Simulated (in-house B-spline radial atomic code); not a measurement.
RPA and G0W0 on wB97X: Cd7+

Configuration [Kr] 4d5, highest spin, mean-field start wB97X. Computed with a B-spline radial code for spherical atoms: all electrons, scalar-relativistic (spin-free one-electron X2C), finite nucleus, each spin shell either full or empty, empty states to l = 9 with an (l + 1/2)⁻⁴ tail; G0W0 by contour deformation at full frequency.

Command:
```bash
python run_gw.py task.json out
```
Settings (radii: box in bohr, nucleus in fm):
```
Z                        48
electrons                41
configuration            [Kr] 4d5
hamiltonian              x2c
method                   wb97x
lmax                     9
rms_radius               4.6087
spin_polarised           True
box_radius               8.41
intervals                66
```

Cost of the run: 8.8 s on 1 thread of AMD EPYC 7R43 64-Core Processor, with other jobs on the host.

Energies (hartree):

```json
{"term": "mean-field total", "value": "-5580.26987"}
{"term": "Hartree-Fock functional on these orbitals", "value": "-5577.82109"}
{"term": "direct second order", "value": "-3.4368"}
{"term": "second-order exchange", "value": "0.98899"}
{"term": "SOSEX correction", "value": "0.93651"}
```

(1) What is the RPA correlation energy, and what remains with SOSEX?

Quasi-particle levels (eV):

| level | occupied | mean field | Σx - vxc | Σc | QP weight | G0W0 |
| --- | --- | --- | --- | --- | --- | --- |
| 4d up | yes | -126.30 | -5.40 | ? | ? | ? |
| 4p down | yes | -181.93 | -5.14 | -0.65 | 0.966 | -187.71 |
| 4s down | yes | -223.95 | -11.58 | 6.56 | 0.858 | -228.97 |
| 4d down | no | -110.31 | 7.71 | -3.70 | 0.973 | -106.30 |

G0W0 = mean field + (Σx - vxc) + Σc, with Σc (partial-wave tail included) taken at the quasi-particle energy. Only the outer levels were computed. Levels of low weight are left out.

(2) Where does G0W0 put 4d up?

Results:

(1) RPA gives -3.1134 hartree (-2.07 eV per electron); RPA + SOSEX gives -2.1769, and the second-order doubles -2.4478 hartree (no singles). SOSEX takes back 30 % of the RPA value.

(2) At -131.96 eV, with Σc = -0.25 eV and a quasi-particle weight of 0.973. The tabulated removal energy is 130.1 ± 2.1 eV (NIST, tabulated theory); the calculation leaves out spin-orbit coupling, Breit and QED terms, and what these don't explain is the method's own error.
